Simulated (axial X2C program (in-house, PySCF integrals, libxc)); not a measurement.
Potential curves of GeBr⁺, 2c

All values were computed with an axial X2C code built on PySCF integrals. Two-component (2c) means X2C with spin–orbit coupling and atomic mean-field two-electron Coulomb and Gaunt terms. Basis: Br dyall-cv3z [8s9p6d4f1g], Ge dyall-cv3z [9s9p7d4f1g] (cores contracted in-house); Gaussian nuclei, density fitting, unrestricted open shells. Masses: Br 78.918 u, Ge 73.921 u.

State: Ω = 0 (closed shell). Energies in eV from the fragments at the same level (Br + Ge+). Fits are polynomials in 1 − R0/R over 0.85 to 1.23 times the lowest point R0.

```csv
R (Å),CCSD
2.0075,-3.1532
2.0736,-3.4533
2.1398,-3.6093
2.2060,-3.6538
2.2832,-3.5997
2.3604,-3.4618
2.4597,-3.1999
```

Correlated methods: 10 electrons correlated (number of frozen shells: Br 3 s, 2 p, 1 d; Ge 3 s, 2 p, 1 d), 250 virtual spin orbitals or spinors in MP2, 90 natural virtuals in coupled cluster.

Occupations by symmetry block were frozen at the best pattern of an incomplete PBE0 search. The closed shell is kept restricted, so the energy runs too high when the bond is stretched far. Dissociation energies refer to the lowest single-determinant-based atoms at the same level and basis. CCSD ran in a truncated set of natural virtual spinors with an MP2 remainder; without triples it tends to underbind. With the outer-core shells frozen, correlated bond lengths of heavy atoms tend to come out a few hundredths of an ångström too long. Coupled cluster ran on the points near the minimum only. MP2 and coupled cluster on one determinant become unreliable at the stretched end.

Question: What are Re, ωe and De at the CCSD level?

Answer: At CCSD, 2c: Re = 2.205 Å, ωe ≈ 372 cm⁻¹, De = 3.65 eV to Br + Ge+; Be follows as 0.0909 cm⁻¹.
